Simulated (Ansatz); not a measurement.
`[Cl][GeH]([Cl])[SeH]` + `[SiH3]S` → `S[SiH2][SeH]` + `[Cl][GeH2][Cl]`  (formal exchange of groups at the Se–Ge bond)

Calculated with Ansatz (gas phase, PBE0-D4/def2-TZVP geometries, no zero-point term in ΔE). CCSD(T)/CBS adds triple-zeta CCSD(T) − MP2 to the extrapolated MP2 energy (def2 sets, frozen cores). Functionals use def2-TZVPP. B3LYP here is the variant with VWN-RPA as its local correlation; programs differ in this. HSE06 is defined as in plane-wave codes. For Ge, Se outer-core shells are correlated without core-valence functions, which leaves a few kJ/mol of doubt a bond. Scalar relativity is left out up to krypton. Each species was taken in one conformer, which may not be the lowest.

```json
{"level": "PBE-D4", "ΔE (kJ/mol)": "-3.0", "difference from CCSD(T)/CBS": "2.1"}
{"level": "revPBE-D4", "ΔE (kJ/mol)": "-2.8", "difference from CCSD(T)/CBS": "2.3"}
{"level": "BLYP-D4", "ΔE (kJ/mol)": "1.8", "difference from CCSD(T)/CBS": "6.9"}
{"level": "r2SCAN-D4", "ΔE (kJ/mol)": "-3.7", "difference from CCSD(T)/CBS": "1.4"}
{"level": "B97M-V", "ΔE (kJ/mol)": "-7.3", "difference from CCSD(T)/CBS": "-2.2"}
{"level": "PBE0-D4", "ΔE (kJ/mol)": "-4.5", "difference from CCSD(T)/CBS": "0.6"}
{"level": "B3LYP-D4", "ΔE (kJ/mol)": "-0.1", "difference from CCSD(T)/CBS": "5.0"}
{"level": "r2SCAN0-D4", "ΔE (kJ/mol)": "-4.8", "difference from CCSD(T)/CBS": "0.3"}
{"level": "BHLYP-D4", "ΔE (kJ/mol)": "-1.2", "difference from CCSD(T)/CBS": "3.9"}
{"level": "CAM-B3LYP-D4", "ΔE (kJ/mol)": "-2.7", "difference from CCSD(T)/CBS": "2.4"}
{"level": "ωB97M-V", "ΔE (kJ/mol)": "-4.0", "difference from CCSD(T)/CBS": "1.1"}
{"level": "B2PLYP", "ΔE (kJ/mol)": "-1.6", "difference from CCSD(T)/CBS": "3.5"}
{"level": "PBE-QIDH", "ΔE (kJ/mol)": "-4.8", "difference from CCSD(T)/CBS": "0.3"}
{"level": "PBE", "ΔE (kJ/mol)": "-3.9", "difference from CCSD(T)/CBS": "1.2"}
{"level": "revPBE", "ΔE (kJ/mol)": "-3.6", "difference from CCSD(T)/CBS": "1.5"}
{"level": "BLYP", "ΔE (kJ/mol)": "0.3", "difference from CCSD(T)/CBS": "5.4"}
{"level": "r2SCAN", "ΔE (kJ/mol)": "-4.0", "difference from CCSD(T)/CBS": "1.1"}
{"level": "PBE0", "ΔE (kJ/mol)": "-5.4", "difference from CCSD(T)/CBS": "-0.3"}
{"level": "B3LYP", "ΔE (kJ/mol)": "-1.6", "difference from CCSD(T)/CBS": "3.5"}
{"level": "r2SCANh", "ΔE (kJ/mol)": "-4.5", "difference from CCSD(T)/CBS": "0.6"}
{"level": "r2SCAN0", "ΔE (kJ/mol)": "-5.1", "difference from CCSD(T)/CBS": "0.0"}
{"level": "HSE06", "ΔE (kJ/mol)": "-5.2", "difference from CCSD(T)/CBS": "-0.1"}
{"level": "BHLYP", "ΔE (kJ/mol)": "-3.0", "difference from CCSD(T)/CBS": "2.1"}
{"level": "CAM-B3LYP", "ΔE (kJ/mol)": "-3.7", "difference from CCSD(T)/CBS": "1.4"}
{"level": "LC-ωPBE", "ΔE (kJ/mol)": "-8.4", "difference from CCSD(T)/CBS": "-3.3"}
{"level": "RPA@PBE/def2-TZVPP", "ΔE (kJ/mol)": "0.3", "difference from CCSD(T)/CBS": "5.4"}
{"level": "HF/def2-SVP", "ΔE (kJ/mol)": "-2.5", "difference from CCSD(T)/CBS": "2.6"}
{"level": "MP2/def2-SVP", "ΔE (kJ/mol)": "1.0", "difference from CCSD(T)/CBS": "6.1"}
{"level": "CCSD/def2-SVP", "ΔE (kJ/mol)": "0.4", "difference from CCSD(T)/CBS": "5.5"}
{"level": "CCSD(T)/def2-SVP", "ΔE (kJ/mol)": "1.2", "difference from CCSD(T)/CBS": "6.3"}
{"level": "HF/def2-TZVPP", "ΔE (kJ/mol)": "-3.4", "difference from CCSD(T)/CBS": "1.7"}
{"level": "MP2/def2-TZVPP", "ΔE (kJ/mol)": "-1.3", "difference from CCSD(T)/CBS": "3.8"}
{"level": "SCS-MP2/def2-TZVPP", "ΔE (kJ/mol)": "-0.8", "difference from CCSD(T)/CBS": "4.3"}
{"level": "CCSD/def2-TZVPP", "ΔE (kJ/mol)": "-2.2", "difference from CCSD(T)/CBS": "2.9"}
{"level": "CCSD(T)/def2-TZVPP", "ΔE (kJ/mol)": "-1.5", "difference from CCSD(T)/CBS": "3.6"}
{"level": "HF/def2-QZVPP", "ΔE (kJ/mol)": "-4.1", "difference from CCSD(T)/CBS": "1.0"}
{"level": "MP2/def2-QZVPP", "ΔE (kJ/mol)": "-3.6", "difference from CCSD(T)/CBS": "1.5"}
{"level": "HF/CBS(def2)", "ΔE (kJ/mol)": "-4.2", "difference from CCSD(T)/CBS": "0.9"}
{"level": "MP2/CBS(def2)", "ΔE (kJ/mol)": "-4.9", "difference from CCSD(T)/CBS": "0.2"}
{"level": "CCSD/CBS(def2)", "ΔE (kJ/mol)": "-5.8", "difference from CCSD(T)/CBS": "-0.7"}
{"level": "CCSD(T)/CBS", "ΔE (kJ/mol)": "-5.1", "difference from CCSD(T)/CBS": "0"}
```

Largest T1 diagnostic among the species: 0.011.

At CCSD(T), def2-SVP lies +6.3 kJ/mol from the extrapolated value and def2-TZVPP +3.6 kJ/mol. Leaving LDA and LC-ωPBE aside and taking each functional with its dispersion term where it has one, the values spread over 9.1 kJ/mol, from B97M-V to BLYP-D4. From BLYP to BHLYP (50 % exact exchange), in def2-TZVPP and without D4, ΔE moves by −3.3 kJ/mol.
